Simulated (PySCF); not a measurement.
Electron correlation in C⁺ (carbon, charge +1)

[He] 2s2 2p1, 2P determinant. Calculation: PySCF 2.14, in x2c-QZVPPall with one added diffuse shell each of s, p, d, f type (8s5p4d3f1g, 73 functions); the spin-free X2C one-electron Hamiltonian (Gaussian nucleus). Frozen: 1s2; 3 electrons correlated.

MP2 pair energies summed by pair of shells (mhartree):

| pair | energy | share (%) |
| --- | --- | --- |
| 2s-2s | -30.53 | 56.4 |
| 2s-2p | -23.62 | 43.6 |

Total MP2 correlation energy: -54.14 mhartree.

Same-spin part -3.69 and opposite-spin part -50.45 mhartree; SCS-MP2 scales them by 1/3 and 6/5 to -61.77 mhartree.
